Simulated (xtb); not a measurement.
xtb input (GFN2-xTB):

```bash
xtb mol.xyz --gfn 2 --sp --chrg 1 --uhf 0
```
mol.xyz:
```
2

C     -0.00000000    -0.00000000    -0.63123353
N      0.00000000     0.00000000     0.54105731
```

End of the output:

```
         :::::::::::::::::::::::::::::::::::::::::::::::::::::
         ::                     SUMMARY                     ::
         :::::::::::::::::::::::::::::::::::::::::::::::::::::
         :: total energy              -4.242522457878 Eh    ::
         :: gradient norm              0.229398353641 Eh/a0 ::
         :: HOMO-LUMO gap              2.692100831244 eV    ::
         ::.................................................::
         :: SCC energy                -4.326801909981 Eh    ::
         :: -> isotropic ES            0.233262308755 Eh    ::
         :: -> anisotropic ES         -0.014705695231 Eh    ::
         :: -> anisotropic XC          0.016923541786 Eh    ::
         :: -> dispersion             -0.000201792878 Eh    ::
         :: repulsion energy           0.084279452103 Eh    ::
         :: add. restraining           0.000000000000 Eh    ::
         :: total charge               1.000000000000 e     ::
         :::::::::::::::::::::::::::::::::::::::::::::::::::::

           -------------------------------------------------
          |                Property Printout                |
           -------------------------------------------------

    * Orbital Energies and Occupations

         #    Occupation            Energy/Eh            Energy/eV
      -------------------------------------------------------------
         1        2.0000           -1.1017109             -29.9791
         2        2.0000           -0.9680267             -26.3413
         3        2.0000           -0.9613626             -26.1600
         4        2.0000           -0.9613626             -26.1600 (HOMO)
         5                         -0.8624297             -23.4679 (LUMO)
         6                         -0.7097212             -19.3125
         7                         -0.7097212             -19.3125
         8                          0.2990487               8.1375
      -------------------------------------------------------------
                  HL-Gap            0.0989329 Eh            2.6921 eV
             Fermi-level           -0.9118962 Eh          -24.8140 eV

     #   Z          covCN         q      C6AA      α(0)
     1   6 C        0.910     0.462    24.409     8.269
     2   7 N        0.910     0.538    13.597     5.333

 Mol. C6AA /au·bohr⁶  :         74.129418
 Mol. C8AA /au·bohr⁸  :       1918.368752
 Mol. α(0) /au        :         13.601822

Wiberg/Mayer (AO) data.
largest (>0.10) Wiberg bond orders for each atom

 ---------------------------------------------------------------------------
Note: The following floating-point exceptions are signalling: IEEE_DENORMAL
normal termination of xtb
     #   Z sym  total        # sym  WBO       # sym  WBO       # sym  WBO
 ---------------------------------------------------------------------------
     1   6 C    3.667 --     2 N    3.667
     2   7 N    3.667 --     1 C    3.667
 ---------------------------------------------------------------------------

Topologies differ in total number of bonds
Writing topology from bond orders to xtbtopo.mol

molecular dipole:
                 x           y           z       tot (Debye)
 q only:        0.000       0.000      -0.002
   full:        0.000      -0.000      -0.568       1.444
molecular quadrupole (traceless):
                xx          xy          yy          xz          yz          zz
 q only:       -0.610       0.000      -0.610       0.000       0.000       1.220
  q+dip:       -2.239       0.000      -2.239       0.000       0.000       4.478
   full:       -1.569      -0.000      -1.569       0.000       0.000       3.138

           -------------------------------------------------
          | TOTAL ENERGY               -4.242522457878 Eh   |
          | GRADIENT NORM               0.229398353641 Eh/α |
          | HOMO-LUMO GAP               2.692100831244 eV   |
           -------------------------------------------------

------------------------------------------------------------------------
------------------------------------------------------------------------
 total:
 SCF:
```

This is an excited singlet: at this geometry the triplet lies 1.06 eV lower at wB97M-V/def2-TZVPD.
